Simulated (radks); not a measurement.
The mean radii <r> (bohr) of the occupied orbitals of an atom or ion are listed with their occupations. Calculated with a radial shooting solver on a logarithmic mesh with Libxc functionals: scalar-relativistic Kohn-Sham, PBE, spin-polarised, spherical densities, point nucleus.

orbital  occ.      <r>
1s up       1  0.04029
1s down     1  0.04029
2s up       1   0.1777
2s down     1   0.1776
2p up       3   0.1550
2p down     3   0.1548
3s up       1   0.4969
3s down     1   0.4978
3p up       3   0.4994
3p down     3   0.5006
3d up       5   0.4835
3d down     3   0.4858

Name the element and its charge. Open shells, if any, are filled with parallel spins first.

Answer. Z = 37, rubidium, charge +11: Rb11+ in [Ar] 3d8. The 1s radius gives Z: for a bare nucleus <r> = (2 gamma + 1)/(2Z) with gamma = sqrt(1 - (Z/c)^2), 0.03954 bohr for Z = 37, and screening makes it slightly larger (0.04029 here). The occupations add up to 26, and the charge is Z minus that.
